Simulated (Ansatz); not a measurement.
C3H11BO, SMILES `C[OH+][BH-](C)C`, relaxed with RKS PBE-D4/def2-SVP in Ansatz from a rough embedded geometry. The force threshold is 0.03 eV/Å; the program also tests the step.

Charge 0, multiplicity 1.

Start:

```xyz
16

C     1.730    0.369    0.980
O     0.388    0.180    1.055
B    -0.154   -0.359   -0.251
C    -1.491   -1.272    0.154
C    -0.510    0.772   -1.307
H     2.172    0.826    1.908
H     2.327   -0.578    0.814
H     2.049    1.084    0.160
H    -0.013    1.089    1.244
H     0.606   -1.129   -0.709
H    -1.893   -1.655   -0.802
H    -2.259   -0.545    0.573
H    -1.221   -1.982    0.807
H    -0.932    0.363   -2.206
H    -1.247    1.507   -0.863
H     0.449    1.331   -1.557
```

Problem. By how much does the energy fall, and how many steps does the optimiser take? (Estimate.)

Solution. Ansatz gave: 1.13 eV, in 12 steps, 1 of them rejected.

Problem. Which bonds change most? (Estimate.)

Solution. Ansatz gave: O2–B3 from 1.514 to 1.729 Å; C4–H13 from 1.001 to 1.110 Å; C1–O2 from 1.357 to 1.438 Å; B3–C4 from 1.669 to 1.607 Å.

Problem. Give the relaxed structure. (An estimate is asked.)

Solution. Ansatz gave: 
```xyz
16

C     1.834    0.570    0.981
O     0.515    0.004    1.067
B    -0.227   -0.553   -0.392
C    -1.593   -1.197    0.156
C    -0.377    0.742   -1.340
H     2.207    0.795    2.000
H     2.467   -0.205    0.512
H     1.848    1.481    0.349
H    -0.105    0.655    1.456
H     0.630   -1.367   -0.752
H    -2.144   -1.650   -0.697
H    -2.294   -0.452    0.603
H    -1.438   -2.007    0.899
H    -0.883    0.429   -2.279
H    -1.020    1.543   -0.905
H     0.580    1.211   -1.658
```
